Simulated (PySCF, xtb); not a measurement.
CH2N, SMILES C#[NH+], charge +1.

The structure is a stationary point at PBE0-D3(BJ)/def2-TZVPD. The isomer is the one that the SMILES or the coordinates give; other isomers of the formula were not compared.

Calculation: IEF-PCM-B3LYP/def2-TZVPD (PySCF 2.14.0).

The values are the electrostatic part of the solvation free energy, E(continuum) − E(gas) at the gas-phase geometry, in a cavity of scaled van der Waals radii (PySCF's table); cavitation and dispersion terms are not included. In vacuum the orbital gap is 10.93 eV.

```json
[
 {"solvent": "water", "ε": "78.36", "ΔG(elec) (kcal/mol)": "-74.3", "gap (eV)": "10.93"},
 {"solvent": "ethylethanoate", "ε": "5.99", "ΔG(elec) (kcal/mol)": "-62.7", "gap (eV)": "10.92"},
 {"solvent": "1-octanol", "ε": "9.86", "ΔG(elec) (kcal/mol)": "…", "gap (eV)": "…"}
]
```

Q: What belongs in the gaps? (An estimate is asked for; the answer gives what the named calculation found.)

A: 
- 1-octanol, ΔG(elec) (kcal/mol): -67.6
- 1-octanol, gap (eV): 10.92

For comparison, GFN2-xTB/ALPB(water) (xtb, at the GFN2-xTB geometry, all terms of that model) gives -78.7 kcal/mol.
